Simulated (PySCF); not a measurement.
C$_{3}$H$_{8}$AlClFN (SMILES CC[N](C)[Al]([F])[Cl]), singlet, geometry from GFN2-xTB (such geometries of metal compounds can be far from the true shape); CASCI(2,2)/STO-3G run with PySCF.

Here is a job for PySCF.
```python
from pyscf import gto, scf, mcscf
import numpy

mol = gto.M(
    atom='''
Al    0.584249   -0.602185    0.405704
Cl    2.282931    0.489700    0.329648
F     0.648738   -2.203611    0.807833
N    -1.043404    0.060882    0.078056
C    -2.240196   -0.762892    0.132143
C    -1.263958    1.427777   -0.359335
C    -1.512856    1.547200   -1.862632
H    -2.702152   -0.876481   -0.852475
H    -2.978181   -0.325839    0.813232
H    -1.967461   -1.751299    0.499494
H    -2.113822    1.852965    0.189701
H    -0.369958    2.005581   -0.106182
H    -2.436319    1.050745   -2.148328
H    -1.581971    2.593941   -2.146822
H    -0.687962    1.087712   -2.404730
''',
    basis='sto-3g',
    charge=0,
    spin=0,
    verbose=4,
)

mf = scf.RHF(mol)
mf.kernel()
mc = mcscf.CASCI(mf, 2, 2)
mc.fix_spin_(ss=0.0)
mc.kernel()
occ = numpy.linalg.eigvalsh(mc.fcisolver.make_rdm1(mc.ci, mc.ncas, mc.nelecas))[::-1]
ss = mc.fcisolver.spin_square(mc.ci, mc.ncas, mc.nelecas)[0]
print('natural occupations', occ.round(4), ' <S^2>', round(ss, 4))
```

The log (banner, timings and long lists left out):

```
PySCF version 2.14.0

[INPUT] verbose = 4
[INPUT] num. atoms = 15
[INPUT] num. electrons = 72
[INPUT] charge = 0
[INPUT] spin (= nelec alpha-beta = 2S) = 0
[INPUT] symmetry False subgroup None
[INPUT] Mole.unit = angstrom
[INPUT] Symbol           X                Y                Z      unit          X                Y                Z       unit  Magmom
[...]
nuclear repulsion = 442.61467190744
number of shells = 33
number of NR pGTOs = 153
number of NR cGTOs = 51
basis = sto-3g
ecp = {}

******** <class 'pyscf.scf.hf.RHF'> ********
method = RHF
initial guess = minao
damping factor = 0
level_shift factor = 0
DIIS = <class 'pyscf.scf.diis.CDIIS'>
diis_start_cycle = 1
diis_space = 8
diis_damp = 0
SCF conv_tol = 1e-09
SCF conv_tol_grad = None
SCF max_cycles = 50
direct_scf = True
direct_scf_tol = 1e-13
Set gradient conv threshold to 3.16228e-05
Initial guess from minao.
init E= -962.713380015341
[...]
cycle= 1 E= -962.330717087663  delta_E= 0.383  |g|= 0.494  |ddm|= 4.59
[...]
cycle= 2 E= -962.432442862454  delta_E= -0.102  |g|= 0.128  |ddm|= 0.969
[...]
cycle= 3 E= -962.438593503871  delta_E= -0.00615  |g|= 0.0342  |ddm|= 0.213
[...]
cycle= 4 E= -962.439213346126  delta_E= -0.00062  |g|= 0.00765  |ddm|= 0.0741
[...]
cycle= 5 E= -962.439252287355  delta_E= -3.89e-05  |g|= 0.00243  |ddm|= 0.0188
[...]
cycle= 6 E= -962.439257302152  delta_E= -5.01e-06  |g|= 0.000397  |ddm|= 0.00769
[...]
cycle= 7 E= -962.439257453244  delta_E= -1.51e-07  |g|= 8.15e-05  |ddm|= 0.0014
[...]
cycle= 8 E= -962.439257459127  delta_E= -5.88e-09  |g|= 2.07e-05  |ddm|= 0.000246
[...]
cycle= 9 E= -962.439257459486  delta_E= -3.59e-10  |g|= 3.77e-06  |ddm|= 6.65e-05
[...]
Extra cycle  E= -962.439257459505  delta_E= -1.82e-11  |g|= 1.56e-06  |ddm|= 8.17e-06
converged SCF energy = -962.439257459505

******** <class 'pyscf.mcscf.casci.CASCI'> ********
CAS (1e+1e, 2o), ncore = 35, nvir = 14
natorb = False
canonicalization = True
sorting_mo_energy = False
******** <class 'pyscf.fci.addons.SpinPenaltyFCISolver'> ********
max. cycles = 200
conv_tol = 1e-08
davidson only = True
linear dependence = 1e-12
level shift = 0.001
max iter space = 12
nroots = 1
pspace_size = 400
spin = None
Density matrix diagonal elements [1.9984282e+00 1.5717953e-03]
CASCI converged
CASCI E = -962.440064303729  E(CI) = -1.07259931502335  S^2 = 0.0000000
natural occupations [1.9985e+00 1.5000e-03]  <S^2> 0.0
```
